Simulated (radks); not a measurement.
Values are calculated unless marked as measured or tabulated.
Valence configurations of Sr I (all share [Kr]). Level of theory: scalar-relativistic Kohn-Sham, LDA (Slater exchange, Perdew-Wang correlation), spin-polarised, spherical densities, finite nucleus; open shells are filled with parallel spins first (spin-orbit coupling, left out, can overturn this in heavy ions); Fermi nuclear charge, rms radius 4.224 fm (a radial shooting solver on a logarithmic mesh with Libxc functionals). Order these by energy: 5s2; 4d2; 5p2; 5s0.5 5p1.5; 5s1 5p1; 5s1.5 5p0.5; 4d1 5p1; 4d1 5s1.

Answer. From the lowest, in eV above it: 5s2 0.000; 5s1.5 5p0.5 1.076; 4d1 5s1 1.923; 5s1 5p1 1.962; 5s0.5 5p1.5 3.232; 4d1 5p1 4.208; 4d2 4.422; 5p2 4.524. NIST lists [Kr] 5s2 as the ground configuration; this level of theory agrees among the configurations tried. The energies are those of spherical high-spin densities, not of single terms.
